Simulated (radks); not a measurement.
Values are calculated unless marked as measured or tabulated.
Spherical quantum dot in the effective-mass picture: electrons in a parabolic well V = omega^2 r^2 / 2 with omega = 0.258, all in effective atomic units (hartree* = m*/eps^2 hartree, bohr* = eps/m* bohr), one dielectric constant everywhere. Level of theory: non-relativistic Kohn-Sham, LDA (Slater exchange, Perdew-Wang correlation), spin-polarised, spherical densities (a radial shooting solver with Libxc functionals). Levels are named by radial order and angular momentum (1s, 1p, 1d, 2s, ...), and open shells are averaged over m. Results are scaled to m* = 0.058 and eps = 17.5, for which hartree* = 5.154 meV and bohr* = 15.97 nm. Each electron was tried in the lowest free levels, single moves between levels near the top were tried too, and the lowest total energy was kept; such a search can miss a lower state. At N = 1 the Hartree and exchange-correlation terms need not cancel, so that row can carry a self-interaction error.

N,open shells,2S,E (meV),mu = E(N) - E(N-1) (meV),addition energy mu(N+1) - mu(N) (meV)
1,"1s(up 1, down 0)",1,2.04948,2.0495,1.741
2,none,0,5.83949,3.7900,2.270
3,"1p(up 1, down 0)",1,11.8998,6.0603,1.127
4,"1p(up 2, down 0)",2,19.0870,7.1872,1.110
5,"1p(up 3, down 0)",3,27.3844,8.2973,1.310
6,"1p(up 3, down 1)",2,36.9922,9.6078,0.9887
7,"1p(up 3, down 2)",1,47.5886,10.596,0.9769
8,none,0,59.1620,11.573,1.657
9,"1d(up 1, down 0)",1,72.3922,13.230,0.8732
10,"1d(up 2, down 0)",2,86.4957,14.103,0.8611
11,"1d(up 3, down 0)",3,101.460,14.965,0.8480
12,"1d(up 4, down 0)",4,117.273,15.813,0.8346
13,"1d(up 5, down 0)",5,133.920,16.647,1.001
14,"1d(up 5, down 1)",4,151.568,17.648,0.7868
15,"1d(up 5, down 2)",3,170.002,18.434,0.7787
16,"1d(up 5, down 3)",2,189.215,19.213,0.7699
17,"1d(up 5, down 4)",1,209.199,19.983,0.7607
18,none,0,229.942,20.744,0.9161
19,"2s(up 1, down 0)",1,251.602,21.660,0.8506
20,none,0,274.113,22.510,1.007
21,"1f(up 1, down 0)",1,297.630,23.517,0.6989
22,"1f(up 2, down 0)",2,321.846,24.216,0.6925
23,"1f(up 3, down 0)",3,346.755,24.909,0.6861
24,"1f(up 4, down 0)",4,372.349,25.595,0.6797
25,"1f(up 5, down 0)",5,398.624,26.274,0.6735
26,"1f(up 6, down 0)",6,425.572,26.948,0.6674
27,"1f(up 7, down 0)",7,453.187,27.615,0.7980
28,"1f(up 7, down 1)",6,481.600,28.413,0.6465
29,"1f(up 7, down 2)",5,510.660,29.060,0.6419
30,"1f(up 7, down 3)",4,540.362,29.702,0.6372
31,"1f(up 7, down 4)",3,570.701,30.339,0.6324
32,"1f(up 7, down 5)",2,601.672,30.971,0.6277
33,"1f(up 7, down 6)",1,633.271,31.599,0.6231
34,none,0,665.493,32.222,-

All shells are closed at N = 2, 8, 18, 20, 34 (there: 1s2 1p6 1d10 2s2 1f14); the second difference of the energy has clear peaks (12 % above both neighbours; the first and last values, which can be the largest, are not judged, and half-filled shells can peak too) at N = 2, 5, 8, 13, 20, 27.
